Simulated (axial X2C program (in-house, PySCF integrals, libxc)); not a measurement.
Spin–orbit effects along a row: molecules with As, HF

Calculated with an in-house all-electron X2C program for linear molecules (integrals from PySCF), spin-free (one-electron X2C) or two-component (2c: spin–orbit coupling with atomic mean-field Coulomb and Gaunt terms, which also bring small scalar terms), in Dyall basis sets with cores contracted in-house; open shells are unrestricted.

Basis sets: As dyall-cv3z, As dyall-v3z, Mo dyall-v3z, Rh dyall-cv3z, Sn dyall-cv3z, Sr dyall-cv3z, Te dyall-cv3z, Zr dyall-v3z.

```csv
molecule,spin-free state,Re (Å),ωe (cm⁻¹),De (eV),2c state,Re 2c (Å),ωe 2c (cm⁻¹),De 2c (eV)
SrAs,"M_S = 3/2, Λ = 0",3.102,158.5,0.57,Ω = 3/2,3.100,158.3,0.58
ZrAs,"M_S = 1/2, Λ = 2",2.610,199.8,n/a,Ω = 5/2,2.612,200.9,n/a
MoAs,"M_S = 3/2, Λ = 0",2.658,155.7,0.40,Ω = 3/2,2.659,155.1,0.40
RhAs,"M_S = 2, Λ = 2",2.516,200.3,0.39,Ω = 4,2.517,199.9,n/a
SnAs,"M_S = 1/2, Λ = 1",2.568,203.5,0.67,Ω = 3/2,2.575,201.5,n/a
AsTe,"M_S = 1/2, Λ = 1",2.477,233.5,0.64,Ω = 1/2,2.483,232.1,n/a
```

Each entry is the lowest single determinant of a limited PBE0 search at one distance. De goes to single-determinant-based atoms at the same level (for ions the charge split of lowest energy) and is withheld (n/a) where an atom does not fit its ground term or J level. Main or longest-lived isotopes. One determinant is a doubtful description, or other states lie close, for SrAs, ZrAs, MoAs, RhAs, SnAs, AsTe; these need not be ground states, and all values refer to the states named. Some open-shell Ω = 0 determinants are out of reach, so the Ω given for RhAs need not be the lowest component. With several unpaired electrons the Ω given is that of one determinant, not necessarily of the lowest component.
